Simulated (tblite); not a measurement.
3-methylhexane, C₇H₁₆.
Atom-mapped SMILES: `[CH3:1][CH2:2][CH2:3][C@H:4]([CH3:5])[CH2:6][CH3:7]` (hydrogens: H8, H9, H10 on C1; H11, H12 on C2; H13, H14 on C3; H15 on C4; H16, H17, H18 on C5; H19, H20 on C6; H21, H22, H23 on C7)

Structure used (GFN2-xTB), in Å, numbered top down from 1:
```xyz
23
C7H16 angstrom
C      3.311    0.081    0.258
C      1.944   -0.592    0.207
C      0.820    0.431    0.054
C     -0.588   -0.177    0.085
C     -0.838   -1.055   -1.139
C     -1.630    0.946    0.180
C     -3.038    0.453    0.494
H      3.492    0.644   -0.655
H      4.098   -0.662    0.364
H      3.370    0.768    1.100
H      1.786   -1.164    1.124
H      1.928   -1.292   -0.630
H      0.954    0.977   -0.883
H      0.905    1.154    0.869
H     -0.673   -0.799    0.984
H     -1.840   -1.476   -1.115
H     -0.134   -1.882   -1.174
H     -0.733   -0.471   -2.051
H     -1.639    1.504   -0.759
H     -1.324    1.637    0.969
H     -3.709    1.298    0.629
H     -3.431   -0.163   -0.310
H     -3.039   -0.135    1.410
```

Calculated harmonic vibrations of the isolated species, GFN2-xTB (tblite), most abundant isotopes, no scaling. Against measured fundamentals such values can be off by several per cent, at times by over 20. One conformer, not necessarily the lowest.

Harmonic wavenumbers (cm⁻¹): 36.0, 64.4, 89.7, 157.7, 191.5, 228.5, 245.3, 303.8, 323.1, 374.2, 442.7, 500.6, 779.5, 809.9, 865.8, 895.6, 928.9, 974.4, 986.7, 1019.5, 1053.7, 1082.0, 1089.3, 1127.3, 1164.8, 1172.8, 1191.3, 1236.9, 1264.2, 1274.8, 1288.5, 1321.3, 1346.9, 1363.1, 1376.1, 1413.1, 1416.1, 1417.3, 1485.7, 1494.3, 1497.8, 1502.0, 1504.0, 1505.8, 1508.0, 1508.8, 1520.1, 2922.0, 2954.8, 2962.8, 2968.6, 2973.4, 2979.6, 2991.3, 3026.6, 3028.5, 3029.5, 3030.8, 3032.1, 3036.6, 3039.6, 3046.4, 3053.6.

A = 5769, B = 1108, C = 1001 MHz; mass 100.125 u (most abundant isotopes); point group C1, symmetry number 1.

Task: What is the zero-point energy?

Result: ½Σν̃ = 47210 cm⁻¹ = 564.76 kJ/mol.

Task: Entropy at 500 K, 1 bar (ideal gas, RRHO, classical rotation)?

Result: Translation 177.05, rotation 124.89, vibration 205.08: S = 507.0 J/(mol K).

Task: And Cp and H(500 K) − H(0)?

Result: Cp = 243.55 J/(mol K), of which vibrations give 210.29 (their classical limit is 63 R = 523.8); H(500 K) − H(0) = 68.51 kJ/mol without the zero-point energy, 51.88 from vibrations.

Task: Blend soft modes into free rotors: weight 1/[1 + (100 cm⁻¹/ν̃)⁴] for the oscillator and the rest for a rotor with moment μB/(μ + B), μ = h/(8π²ν), B = 10⁻⁴⁴ kg m². What vibrational entropy results?

Result: 187.27 J/(mol K) in place of 205.08, which changes −T·S at 500 K by +8.91 kJ/mol.

Task: What must be added to the electronic energy to get the Gibbs energy at 500 K and 1 bar?

Result: ZPE + [H(500 K) − H(0)] − T·S = 564.76 + 68.51 − 253.51 = 379.76 kJ/mol.

Hindered rotation and anharmonicity are outside this model. Other conformers, if any are populated, would add a mixing term that is left out. The structure is chiral; the term R ln 2 for an equal mix with its mirror image is left out.
